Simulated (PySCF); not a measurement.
Gas-phase reaction: TiCl₄ + O + H₂ ⇌ TiCl₃OH + HCl

Method: PySCF energies plus ideal-gas RRHO corrections (1 bar). † marks an energy on the PBE0/def2-TZVP geometry and frequencies; other levels use their own. CCSD(T) freezes the core. 6-31G* has spherical d functions here. Open shells (unrestricted): O (multiplicity 3); the rest are closed-shell singlets. Spin-orbit splitting is ignored; it lowers the true energy and changes the entropy of O. B3LYP is the form with VWN-RPA correlation. TiCl₃OH: computed as isolated molecules; such fragments, hydroxides, amides, oligomers or adducts are transient or little studied in the gas. CCSD(T) isn't extrapolated to the basis-set limit. Warning, large T1 diagnostic: TiCl₄, TiCl₃OH (CCSD(T)/def2-SVP†). Warning, point group unlike the PBE0 one: TiCl₃OH (HF/6-31G*).

```csv
level,"ΔH°(298 K), kJ"
B3LYP/6-31G*,-450
B3LYP/def2-TZVP†,-464
BLYP/def2-TZVP†,-473
CCSD(T)/def2-SVP†,(withheld)
HF/6-31G*,-269
HF/def2-TZVP†,(withheld)
PBE/def2-SVP,-502
PBE/def2-TZVP†,(withheld)
PBE0/def2-TZVP,(withheld)
r2SCAN/def2-TZVP†,-468
LDA/def2-TZVP†,-599
```

Question: Some entries are withheld; supply them.

Answer: 
- CCSD(T)/def2-SVP†, ΔH°(298 K), kJ: -441
- HF/def2-TZVP†, ΔH°(298 K), kJ: -275
- PBE/def2-TZVP†, ΔH°(298 K), kJ: -496
- PBE0/def2-TZVP, ΔH°(298 K), kJ: -470
